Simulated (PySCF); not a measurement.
## Computed structure and properties of PrF3(H2O)

System: PrF3(H2O) (singlet in the valence; each metal's 4f electrons, 2 of them, lie in its core potential, out of spins and levels); start: template (Cs). Method: PySCF 2.14.0, RKS PBE0, Pr lcecp-1-SVP with ECP48, F def2-SVP, O def2-SVP, H def2-SVP; non-relativistic Hamiltonian with scalar-relativistic core potentials where named; density fitting; no spin-orbit coupling.

Input of the relaxation:

```python
mol = gto.M(atom='''
Pr     0.01538    -0.01538     0.01538
F      1.26418     1.23342     1.26418
F     -1.23342    -1.26418     1.26418
F      1.26418    -1.26418    -1.23342
O     -1.44822     1.44822    -1.44822
H     -1.78882     2.33332    -1.24432
H     -1.78882     1.24432    -2.33332''',
    basis={'Pr': 'lcecp-1-SVP', 'F': 'def2-SVP', 'O': 'def2-SVP', 'H': 'def2-SVP'},
    ecp={'Pr': 'lcecp-1-SVP'},
    charge=0, spin=0)
mf = dft.RKS(mol, xc='PBE0')
mf.grids.atom_grid = (50, 194)  # f atoms: unpruned, at least (60, 302)
mf = mf.density_fit()  # fitting sets: Pr AutoAux, F def2-universal-JKFIT, O def2-universal-JKFIT, H def2-universal-JKFIT
mf.conv_tol = 1e-08; mf.max_cycle = 55
mf.kernel(dm0)  # dm0: converged density of the start geometry
# quasi-Newton relaxation in Cartesian coordinates to a largest gradient under 0.00045 Eh/bohr, steps kept in the point group
```

Run from Python with OMP_NUM_THREADS=2; the lines above give its settings. Where DIIS fails, smearing, a level shift and second-order steps follow.
It took 37 s on 2 threads of Arm Neoverse V1, on a shared host, from the converged density of the start.

Course of the relaxation:

| step | energy above end (eV) | largest force component within the symmetry (eV/Å) |
| --- | --- | --- |
| 0 | 0.1883 | 1.029 |
| 1 | 0.0664 | 0.497 |
| 2 | 0.0360 | 0.176 |
| 3 | 0.0201 | 0.173 |
| 4 | 0.0026 | 0.063 |
| 5 | 0.0016 | 0.043 |
| 6 | 0.0009 | 0.039 |
| 7 | 0.0002 | 0.024 |
| 8 | 0.0000 | 0.010 |
| 9 | 0.0000 | 0.004 |

Relaxed geometry (Cs):

```xyz
7

Pr    0.0960   -0.0970    0.0970
F     1.1480    1.3780    1.1810
F    -1.3385   -1.1891    1.1891
F     1.1480   -1.1810   -1.3780
O    -1.3649    1.3798   -1.3798
H    -1.7021    2.2587   -1.1662
H    -1.7021    1.1662   -2.2587
```

```tsv
contact	Å
Pr1–F2 (F)	2.111
Pr1–F3 (F)	2.108
Pr1–F4 (F)	2.111
Pr1–O5 (H2O)	2.549
```

On the finer grid (75, 302):

```
HOMO                                                          : -9.15 eV
LUMO                                                          : -1.10 eV
Dipole about the centre of mass                               : 6.86 D
Set of Mulliken populations of Pr1 outside the core potential : s 2.10, p 6.28, d 1.25, f 0.12
D3(BJ) dispersion energy (not in the energies)                : -0.085 eV
```

```json
{"atom": "Pr1", "Mulliken (e)": "1.25", "Löwdin (e)": "0.82", "spin (e)": "0.00"}
{"atom": "F2", "Mulliken (e)": "-0.47", "Löwdin (e)": "-0.36", "spin (e)": "0.00"}
{"atom": "F3", "Mulliken (e)": "-0.47", "Löwdin (e)": "-0.35", "spin (e)": "0.00"}
{"atom": "F4", "Mulliken (e)": "-0.47", "Löwdin (e)": "-0.36", "spin (e)": "0.00"}
{"atom": "O5", "Mulliken (e)": "-0.30", "Löwdin (e)": "-0.01", "spin (e)": "0.00"}
{"atom": "H6", "Mulliken (e)": "0.23", "Löwdin (e)": "0.13", "spin (e)": "0.00"}
{"atom": "H7", "Mulliken (e)": "0.23", "Löwdin (e)": "0.13", "spin (e)": "0.00"}
```

The 4f levels lie in the core potential and are missing. Their spin isn't counted.

On the grid (50, 194), as all that follows. Harmonic modes: a minimum within the noise of the softest modes; lowest 29 cm⁻¹ (negative: unstable), highest 3947 cm⁻¹, zero-point energy 0.775 eV.

Taking off one F (charge -1, singlet; the rest: singlet) in vacuum, both parts rigid, costs 10.71 eV; the small basis without counterpoise inflates it. Most of it is the attraction of opposite charges; other ways to part are cheaper, and one spin state was tried for the rest.

Rigid scan of F along the line from its metal:

```json
{"distance to F2 (Å)": "1.81", "energy (eV)": "1.277"}
{"distance to F2 (Å)": "1.91", "energy (eV)": "0.487"}
{"distance to F2 (Å)": "2.01", "energy (eV)": "0.105"}
{"distance to F2 (Å)": "2.11", "energy (eV)": "0.000"}
{"distance to F2 (Å)": "2.21", "energy (eV)": "0.079"}
{"distance to F2 (Å)": "2.31", "energy (eV)": "0.277"}
{"distance to F2 (Å)": "2.51", "energy (eV)": "0.863"}
{"distance to F2 (Å)": "2.81", "energy (eV)": "1.881"}
{"distance to F2 (Å)": "3.21", "energy (eV)": "3.129"}
{"distance to F2 (Å)": "3.71", "energy (eV)": "4.320"}
```

Taking off one H2O (charge 0, singlet; the rest: singlet) in vacuum, both parts rigid, costs 1.23 eV; the small basis without counterpoise inflates it.

Rigid scan of H2O along the line from its metal:

distance to O5 (Å), energy (eV) and a bar:
```
     2.25      0.327 ############
     2.35      0.124 ####
     2.45      0.027 #
     2.55      0.000 
     2.65      0.019 #
     2.75      0.065 ##
     2.95      0.199 #######
     3.25      0.415 ###############
     3.65      0.651 #######################
     4.15      0.851 ##############################
```

One start shape was tried, so this needn't be the lowest isomer.

An lcecp potential fixes the number of 4f electrons, so in runs with it no electron can move into or out of that shell.
